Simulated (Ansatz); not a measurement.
Sn27H34⁻, a nanocrystal cut from hexagonal tin. The state is a doublet with charge -1. Geometry r2SCAN-D4/def2-SVP, that of the neutral singlet.

```xyz
61

Sn    3.580    3.563   -2.006
Sn    1.556    2.437   -3.578
Sn    2.319   -0.003   -4.746
Sn   -1.617    4.511   -0.936
Sn   -0.742    2.053   -1.999
Sn   -2.772    0.890   -3.564
Sn    0.730   -2.080   -3.729
Sn   -1.821   -1.482   -4.733
Sn   -5.041    0.482   -1.977
Sn    4.216    1.840    0.106
Sn    5.184   -0.647   -0.777
Sn    1.030    3.920    2.725
Sn   -1.582    4.448    1.864
Sn    1.934    1.454    1.707
Sn   -0.110    0.306    0.130
Sn    3.402   -2.680   -0.030
Sn    0.774   -2.178   -0.913
Sn   -3.258    2.386    2.747
Sn   -2.407   -0.097    1.724
Sn   -4.427   -1.248    0.137
Sn   -0.934   -4.230   -0.013
Sn   -3.605   -3.786   -0.746
Sn    2.557   -0.306    3.813
Sn    3.596   -2.700    2.769
Sn    0.274   -0.714    5.382
Sn   -1.760   -1.849    3.829
Sn   -1.054   -4.362    2.787
H     4.974    3.907   -2.958
H     3.016    5.057   -1.357
H     1.149    3.538   -4.848
H     2.055    0.090   -6.447
H     3.998   -0.290   -4.514
H    -0.603    5.778   -1.514
H    -3.210    4.843   -1.502
H    -3.164    1.998   -4.833
H     1.270   -3.598   -4.354
H    -1.685   -1.246   -6.435
H    -2.936   -2.770   -4.492
H    -5.548    1.996   -1.329
H    -6.341   -0.143   -2.918
H     5.434    2.577    1.087
H     5.472   -0.622   -2.473
H     6.698   -0.953   -0.013
H     2.092    5.174    2.207
H     1.092    3.885    4.447
H    -2.121    5.962    2.498
H     3.933   -4.196   -0.670
H    -4.881    2.684    2.249
H    -3.264    2.322    4.469
H    -5.831   -1.448    1.127
H    -0.388   -5.740   -0.653
H    -3.853   -3.950   -2.441
H    -4.579   -4.982    0.023
H     3.781    0.437    4.782
H     5.263   -2.811    3.191
H     2.810   -4.061    3.469
H    -0.267    0.808    5.984
H     0.636   -1.710    6.740
H    -3.171   -2.046    4.808
H     0.420   -4.917    3.479
H    -2.272   -5.503    3.218
```

In the def2 sets Sn takes a core potential; there is no spin–orbit coupling. B3LYP takes the VWN-RPA correlation. Single mean-field runs in def2-SVP are fitted with def2-universal-jkfit. At PBE-D4/def2-SVP the gap within one spin of the charge -1 doublet nearly closes, so an electron or hole may be smeared out by delocalisation error.

Problem. Estimate the α-spin orbital energies around the gap (eV) in Ansatz with PBE-D4/def2-SVP, B3LYP-D4/def2-SVP, PBE0-D4/def2-SVP.

Solution. 
| orbital | PBE-D4/def2-SVP | B3LYP-D4/def2-SVP | PBE0-D4/def2-SVP |
| --- | --- | --- | --- |
| HOMO−5 | -3.57 | -4.18 | -4.40 |
| HOMO−4 | -3.48 | -4.11 | -4.28 |
| HOMO−3 | -3.41 | -3.99 | -4.23 |
| HOMO−2 | -3.28 | -3.89 | -4.07 |
| HOMO−1 | -3.28 | -3.89 | -4.07 |
| HOMO | -0.62 | -0.75 | -0.76 |
| LUMO | -0.57 | -0.21 | 0.07 |
| LUMO+1 | -0.45 | 0.00 | 0.13 |
| LUMO+2 | -0.41 | 0.01 | 0.14 |
| LUMO+3 | -0.41 | 0.01 | 0.14 |
| LUMO+4 | -0.18 | 0.31 | 0.46 |
| LUMO+5 | -0.09 | 0.37 | 0.55 |
| β HOMO | -3.26 | -3.85 | -4.03 |
| β LUMO | -0.55 | -0.13 | 0.08 |
